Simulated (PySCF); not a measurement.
Molecule: SMILES COCCC(C)(C)C (C₇H₁₆O). Atoms near the plane z = 0.0 Å, at the GFN2-xTB optimised geometry (x, y, z in Å): C5 (-0.1, -0.1, 0.0), C7 (1.4, -0.1, 0.0), C8 (-0.7, 1.4, 0.0), H19 (1.8, 0.4, -0.9), H20 (1.8, 0.5, 0.8), H21 (1.8, -1.1, 0.1), H22 (-0.2, 1.9, 0.8), H23 (-0.4, 1.9, -0.9), H24 (-1.7, 1.4, 0.1).

Method: CAM-B3LYP/def2-SVP run with PySCF. Cells within 0.4 Å of a nucleus heavier than hydrogen are left out (blank, or x). The values are rescaled to run from 0 to 1.

```
|0000000000000000000000000|
|0000000000111000000000000|
|0000000112222210000000000|
|0000012233443321000000000|
|0000123445555432100000000|
|0001345567776543110000000|
|0012456788888653222100000|
|0013568999x98754333221000|
|001356899xxx8755555432000|
|0013467899x98766676543100|
|0012456778999877887653200|
|0001345568999989998754200|
|00012345679xx999xx8754210|
|00012345679xx999xx8754210|
|0001344567898888999754200|
|0001344566777777999754200|
|0001234456666556888753200|
|0001233445555445676543100|
|0000122344554434555432000|
|0000011234444333333321000|
|0000000123333221111100000|
|0000000012222110000000000|
|0000000000111000000000000|
|0000000000000000000000000|
|0000000000000000000000000|
```
Scale: ten equal steps from 0.000 (start of '0') to 1.00 (end of '9'), in the order '0123456789'; x runs from -4.00 to 4.00, y from -4.00 (bottom) to 4.00 (top).

Task: Which quantity is mapped?
A. an orbital amplitude
B. log10 of the electron density
C. electron localisation function
D. electrostatic potential

Result: B, log10 of the electron density. In full: log10 of the electron density (e/bohr³), floored at −4.
